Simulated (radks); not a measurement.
Values are calculated unless marked as measured or tabulated.
Task: Level of theory: scalar-relativistic Kohn-Sham, r2SCAN, spin-polarised, spherical densities, finite nucleus; open shells are filled with parallel spins first (spin-orbit coupling, left out, can overturn this in heavy ions); meta-GGA in the generalised Kohn-Sham scheme; Fermi nuclear charge, rms radius of each element as measured or else 0.836 A^(1/3) + 0.57 fm (a radial shooting solver on a logarithmic mesh with Libxc functionals). Each species is in its NIST ground configuration. Rank Lu3+, Hf3+, Pt3+, Re3+, W3+, Ir3+, Hg3+, Ta3+, Os3+, Au3+ by Delta-SCF ionisation energy (eV), largest first.

Result: Hg3+ 49.293, Au3+ 46.594, Lu3+ 46.430, Pt3+ 43.777, Os3+ 43.293, Re3+ 40.764, Ir3+ 40.686, W3+ 38.175, Ta3+ 35.495, Hf3+ 32.635.
